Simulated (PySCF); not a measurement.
H6S, SMILES [H][S@OH27]([H])([H])([H])([H])[H]. Atoms are numbered in the order given.

```xyz
7

S      0.0000     0.0000     0.0000
H      0.0000     1.4063     0.0000
H      0.0000    -1.4063     0.0000
H     -1.4063     0.0000     0.0000
H      1.4063     0.0000     0.0000
H      0.0000     0.0000     1.4063
H      0.0000     0.0000    -1.4063
```

Geometry optimised at ωB97X-D3(BJ)/def2-TZVP.

Level of theory: ωB97X/def2-TZVPD run with PySCF.

Symmetry labels are those of the subgroup D2h that the program uses (full group Oh).

Problem. List the valence orbital energies around the gap with their symmetry. (The exact figures need the calculation; the answer reports its results.)

Solution. 
```
orbital  symmetry  energy (eV)
-------  --------  -----------
HOMO−7        B2u      -165.76
HOMO−6        B3u      -165.76
HOMO−5         Ag       -26.11
HOMO−4        B1u       -16.56
HOMO−3        B2u       -16.56
HOMO−2        B3u       -16.56
HOMO−1         Ag        -9.08
HOMO           Ag        -9.08
LUMO           Ag         0.82
LUMO+1        B1u         2.03
LUMO+2        B2u         2.03
LUMO+3        B3u         2.03
```
